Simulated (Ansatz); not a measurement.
Species: C5H10Cl, charge 0, multiplicity 2. It need not be the lowest isomer of its formula. SMILES: CCCC[CH]Cl
Geometry from a B3LYP-D3(BJ)/def2-TZVP (Ansatz, a program for electronic structure) optimisation:
```xyz
16

C     -3.3095    -0.6200    -0.0957
C     -1.9682    -0.9846     0.5339
C     -0.7797    -0.3984    -0.2227
C      0.5731    -0.7660     0.4180
C      1.7503    -0.2039    -0.2829
Cl     2.0790     1.4797    -0.1610
H     -3.3741    -0.9866    -1.1229
H     -3.4485     0.4633    -0.1227
H     -4.1426    -1.0490     0.4639
H     -1.8675    -2.0740     0.5782
H     -1.9417    -0.6340     1.5707
H     -0.8667     0.6909    -0.2610
H     -0.7924    -0.7480    -1.2597
H      0.6774    -1.8555     0.4340
H      0.5703    -0.4296     1.4602
H      2.2466    -0.6941    -1.1071
```
Charge 0, spin multiplicity 2.

Quantity: atomisation energy (electronic, to ground-state atoms), in kJ/mol. Cores are frozen in the correlated levels unless marked. Open shells are spin-unrestricted. Spin-orbit coupling is left out. Non-relativistic unless marked X2C. The coupled-cluster limit lacks core correlation, which all-electron functionals hold. Basis-set limits of correlation are two-point, X^-3; Hartree-Fock from the larger set. The bracket is a focal-point correction in the basis named.

| level | program | atomisation energy (kJ/mol) |
|---|---|---|
| HF/cc-pV(T+d)Z | Ansatz | 4654.5 |
| PBE-D4/def2-TZVPD | Ansatz + dftd4 | 6287.0 |
| PBE0/STO-3G | Ansatz | 7401.2 |
| PBE0/def2-QZVPP | Ansatz | 6195.7 |

Estimate the value at RI-MP2/CBS(cc-pV(T+d)Z,cc-pV(Q+d)Z)+[CCSD(T)-MP2]/cc-pV(T+d)Z as computed with Ansatz.

6149.7 kJ/mol
